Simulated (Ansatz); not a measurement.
Consider the ligand exchange at the Si–C bond: `FC([SiH3])[TeH]` + `[OH][Cd][Br]` → `[SiH3][O][Cd][Br]` + `FC[TeH]`.

Calculated with Ansatz (gas phase, PBE0-D4/def2-TZVP geometries, no zero-point term in ΔE). CCSD(T)/CBS is the MP2 limit (def2-TZVPP, def2-QZVPP) plus CCSD(T) − MP2 in def2-TZVPP, frozen cores. Functionals use def2-TZVPP. Elements past krypton have def2 core potentials. For Br, Cd, Te outer-core shells are correlated without core-valence functions, which leaves a few kJ/mol of doubt a bond. Scalar relativity is left out up to krypton. Each species was taken in one conformer, which may not be the lowest.

CCSD(T)/CBS gives -1.22 eV.

**Question.** Another level gave -1.25 eV. Which?
A. revPBE-D4/def2-TZVPP
B. SCS-MP2/def2-TZVPP
C. LC-ωPBE/def2-TZVPP
D. HF/def2-TZVPP

**Answer.** C. LC-ωPBE -1.25, HF/def2-TZVPP -1.62, revPBE-D4 -1.03, SCS-MP2/def2-TZVPP -1.35 eV.

Largest T1 diagnostic among the species: 0.014.

At CCSD(T), def2-SVP lies −0.10 eV from the extrapolated value and def2-TZVPP −0.06 eV. Leaving LDA and LC-ωPBE aside and taking each functional with its dispersion term where it has one, the values, not all of them listed here, spread over 0.34 eV, from BHLYP-D4 to revPBE-D4. LDA lies +0.04 eV from PBE without D4.
